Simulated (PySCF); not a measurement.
How the method changes the constants of AsN⁺

State: ²Π (doublet), unpaired electrons π ↑. Set-up: PySCF, no relativity, basis sets As aug-pcseg-1, N aug-pcseg-1. De refers to As⁺ + N in their high-spin ground configurations, without counterpoise correction. The functionals are run spin-unrestricted. A positive dipole points towards N; it is taken about the centre of mass and depends on that origin. Levels whose curve was spin-contaminated or gave no clean fit are not listed.

```csv
Level,Re (Å),ωe (cm⁻¹),De (eV),μ (D)
PBE,1.734,879,3.88,-1.51
TPSS,1.728,886,3.59,-1.52
r²SCAN,1.713,910,3.27,-1.57
r²SCANh,1.706,899,3.02,-1.64
PBE0,1.703,914,3.10,-1.72
```

**Question.** What does a quarter of exact exchange do here, going from PBE to PBE0?

**Answer.** PBE0 less PBE: -3.1 pm in Re, +4.0 % in ωe, -0.78 eV in De. Exact exchange removes part of the self-interaction that spreads semilocal densities, and in most molecules shortens and stiffens the bond and lowers De; so it does here.

Spin–orbit coupling is left out. For an ion De counts to the pair picked by the measured ionisation energies or electron affinities, which need not be the lowest pair at this level. The state was picked by a PBE0 search and need not be the measured ground state.

The whole job (state search and all levels along the bond) took about 3.1 min on 1 thread of Arm Neoverse V1 (shared host), peak memory 0.8 GiB.
